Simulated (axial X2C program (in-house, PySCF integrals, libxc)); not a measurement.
## Which molecule has these constants?

Calculated with an axial X2C code built on PySCF integrals, spin-free (one-electron X2C) or two-component (2c: spin–orbit coupling with atomic mean-field Coulomb and Gaunt terms, which also bring small scalar terms), in Dyall basis sets with cores contracted in-house; open shells are unrestricted.

A two-component CCSD(T) calculation in a Dyall 3-zeta basis gave Re = 3.595 Å, ωe = 70.8 cm⁻¹, De = 1.09 eV, Ω = 1/2.

Question: Which molecule is it?
A. Ga₂⁺
B. In₂⁺
C. Al₂⁺

Answer: B. The others have Ga₂⁺ 3.246 Å and 99.6 cm⁻¹ (Ω = 1/2); Al₂⁺ 3.214 Å and 167.6 cm⁻¹ (Ω = 1/2).

Frozen shells (counts by l): In₂⁺ In 4s3p2d, 5 electrons correlated; Ga₂⁺ Ga 3s2p1d, 5 electrons correlated; Al₂⁺ Al 2s1p, 5 electrons correlated. Coupled cluster in natural virtuals with an MP2 remainder. Where the outer core of a metal is frozen, bonds come out longer and ionisation energies lower.

Each entry is the lowest single determinant of a limited PBE0 search at one distance. De goes to single-determinant-based atoms at the same level (for ions the charge split of lowest energy) and is withheld (n/a) where an atom does not fit its ground term or J level. Main or longest-lived isotopes.
